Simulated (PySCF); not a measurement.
Delta-SCF ions had no search for a lower state. Excitations are Tamm–Dancoff values on a coarser integration grid. The basis has no diffuse functions, so Rydberg states are missing or too high.

# C$_{4}$H$_{3}$N, SMILES `[C-]#[N+]C=C=C` (charge 0, multiplicity 1)

Method: ωB97X-D3(BJ)/def2-TZVP // PBE0-D3(BJ)/def2-TZVP (PySCF).

| Item | Result |
|---|---|
| HOMO | -10.25 eV |
| dipole moment | 3.94 D |
| HOMO–LUMO gap | 11.31 eV |
| LUMO | 1.06 eV |
| S1 excitation (TDA) | 5.72 eV |
| S1 oscillator strength | 0.001 |
| brightest of the four lowest singlets (TDA) | 6.95 eV |
| T1 excitation (TDA) | 4.23 eV |
| S1–T1 gap (TDA) | 1.50 eV |
| vertical ionisation energy (Delta-SCF) | 10.14 eV |
| total energy | -209.0164 Ha |
| cost | about 2.7 core-minutes (a rough figure) |

```xyz
8

C      2.7830     0.7536     0.7940
N      1.8583     0.2079     0.3327
C      0.8147    -0.4803    -0.2363
C     -0.4331    -0.1092    -0.1182
C     -1.6781     0.2307    -0.0205
H      1.0895    -1.3660    -0.8000
H     -2.2974    -0.1331     0.7937
H     -2.1370     0.8963    -0.7453
```
Charge 0, spin multiplicity 1.
